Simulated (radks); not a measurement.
Q: O II, 7 electrons, occupied as [He] 2s2 2p3. All-electron calculation, non-relativistic Kohn-Sham, LDA (Slater exchange, Perdew-Wang correlation), spin-polarised, spherical densities, point nucleus; open shells are filled with parallel spins first. Program: a radial shooting solver on a logarithmic mesh with Libxc functionals. Some entries of the table are withheld. Estimate them.

orbital,occ.,eigenvalue (hartree),r(max) (bohr),<r> (bohr)
1s up,1,-19.45081,0.1301,0.2012
1s down,1,-19.35808,0.1299,0.2003
2s up,1,(1),0.8529,1.080
2s down,1,(2),0.8712,1.123
2p up,3,-0.97159,0.7680,1.083
2p down,0,-0.76473,0.8038,1.177

A: 
(1) 2s up eigenvalue (hartree): -1.51239
(2) 2s down eigenvalue (hartree): -1.30756
